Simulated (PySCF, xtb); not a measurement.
WH4, SMILES [WH4] (connectivity only; charge and spin as stated), neutral, multiplicity 3.

Harmonic wavenumbers (cm⁻¹) from xtb with GFN2-xTB at its own minimum, in rising order: 661, 661, 662, 817, 818, 1347, 1347, 1348, 1372.

### Question
What does PBE0-D3(BJ)/def2-TZVPD (PySCF) give at its own minimum? (An estimate is asked for; the answer gives what the named calculation found.)

### Answer
587, 587, 587, 691, 691, 1982, 1982, 1982, 2025. Paired by order, the mean absolute difference is 337 cm⁻¹ and the zero-point energies are 12.9 and 15.9 kcal/mol.
